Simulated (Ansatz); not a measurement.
Basis-set extrapolation for Cl$_{2}$F$_{2}$H$_{3}$NSi$_{2}$, SMILES `F[Si](F)(Cl)N[SiH2]Cl` (PBE0-D4/def2-TZVP geometry, frozen core, Ansatz). Multiplicity 1, RHF reference.

```
                       def2-TZVPP    def2-QZVPP
                 HF  -1752.437425  -1752.494401
    MP2 correlation     -1.308788     -1.431614
CCSD(T) correlation     -1.408792     -1.530079
```

Energies in hartree. Use E(X) = E(∞) + A·exp(−7.88·√X) for Hartree–Fock and E(X) = E(∞) + B·X^(−2.97) for correlation, with X = 3 and 4.

Question: What is the CCSD(T) energy at the basis-set limit?

Answer: HF limit: -1752.494401 + (-0.056976) × 0.13774 = -1752.50225. Correlation limit: -1.530079 + (-0.121287) × 0.74074 = -1.61992. Total: -1754.12217 hartree, 7.51 eV below CCSD(T)/def2-TZVPP.
